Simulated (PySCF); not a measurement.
**Electronic absorption of C7H11F**

Species: C7H11F.
Structure used (GFN2-xTB), in Å, numbered top down from 1:
```
atom  x, y, z in Å
F1    -0.9500   -2.0296    0.9036
C2    -1.1491   -0.9972    0.0193
C3    -2.0966    0.1032    0.5028
C4    -1.0507    1.1503    0.0893
C5    -0.0100    0.0308   -0.0857
C6     0.9709    0.0082   -1.2655
C7     2.1501   -0.0956   -0.2853
C8     1.1670   -0.0700    0.8953
H9    -1.4244   -1.4569   -0.9349
H10   -3.0648    0.1511    0.0108
H11   -2.2380    0.0516    1.5796
H12   -1.2915    1.6462   -0.8493
H13   -0.8108    1.9010    0.8392
H14    0.9569    0.9171   -1.8648
H15    0.8498   -0.8502   -1.9242
H16    2.7226   -1.0163   -0.3703
H17    2.8349    0.7489   -0.3168
H18    1.1577   -0.9757    1.4976
H19    1.2663    0.7920    1.5521
```

Computed, not measured: PySCF 2.14.0, density-fitted response routines, TDDFT PBE0/def2-SVPD, vertical, gas phase, core orbitals frozen in the response.

Task: List the vertical singlet excitations with oscillator strengths and describe the spectrum.

Result: 

```
state  E (eV)  ν̃ (cm⁻¹)       f  main configurations (H = HOMO, L = LUMO)
   S1    7.53      60730  0.0099                                 H→L (97%)
   S2    7.78      62720  0.0012                               H→L+1 (94%)
   S3    7.86      63370  0.0020                               H→L+2 (87%)
   S4    7.97      64260   0.059                               H-1→L (94%)
   S5    8.17      65910   0.020                H-1→L+1 (56%), H-2→L (32%)
   S6    8.19      66090   0.018                H-2→L (51%), H-1→L+1 (35%)
```

Triplets (Tamm–Dancoff): T1 7.39 eV, H→L (86%), H→L+2 (9%); T2 7.59 eV, H→L+1 (96%).

The lowest singlet comes at 165 nm (726 kJ/mol) in the vacuum ultraviolet; it is weak; its leading configuration is HOMO→LUMO (97%). The strongest level in the table is S4 at 7.97 eV (156 nm, f = 0.059). Löwdin shares by element: HOMO carbon 55% or more (atoms not listed hold the other 45%); LUMO carbon 29% or more, hydrogen 7% or more (atoms not listed hold the other 64%). Of the 6 states listed, 3 reach f = 0.01 and none stays under 0.0005. The listed states span 0.66 eV, and the widest gap between neighbours is 0.25 eV (S1 to S2). Orbital energies (eV): HOMO-3 -9.04, HOMO-2 -8.54, HOMO-1 -8.30, HOMO -7.86, LUMO 0.76, LUMO+1 1.03, LUMO+2 1.23. Singlets were solved by full linear response, triplets in the Tamm–Dancoff approximation.
